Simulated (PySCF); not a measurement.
Species: C₃H₆B₂.
SMILES: `BCBC#C`

Torsions of this conformer, `[BH2:1][CH2:2][BH:3][C:4]#[CH:5]`: B1–C2–B3–C4 -107°.

The closed-shell ground state was solved at several levels (PySCF, density fitting, gas phase, non-relativistic). Isolated species at its PBE0-D3(BJ)/def2-SVP geometry (one conformer only).

| level | basis functions | total energy (Eh) | HOMO (eV) | LUMO (eV) | gap (eV) | dipole (D) |
| --- | --- | --- | --- | --- | --- | --- |
| CAM-B3LYP/def2-SVPD | 148 | -167.3108 | -9.35 | -1.20 | 8.15 | 0.90 |
| PBE0/pcSseg-1 | 115 | -167.2924 | -7.98 | -2.30 | 5.68 | 0.91 |
| B3LYP/pcJ-1 | 195 | -167.5659 | -7.75 | -2.48 | 5.27 | 0.94 |

**Question.** Estimate the row for CAM-B3LYP/pcSseg-2, a basis of 264 functions; the other rows only guide the guess.

**Answer.** Total energy -167.4945 Eh, HOMO -9.33 eV, LUMO -1.21 eV, gap 8.12 eV, dipole 0.89 D.

**Question.** Over all these levels, which gives the widest orbital gap and which the narrowest?

**Answer.** CAM-B3LYP/def2-SVPD (range-separated hybrid) has the widest, 8.15 eV, and B3LYP/pcJ-1 (global hybrid, 20 % exact exchange) the narrowest, 5.27 eV. Functional and basis both differ between the two, so the spread mixes both effects.

**Question.** How far do the dipole and the HOMO energy spread over the levels?

**Answer.** The dipole runs from 0.89 to 0.94 D (mean 0.91 D) and the HOMO from -9.35 to -7.75 eV.
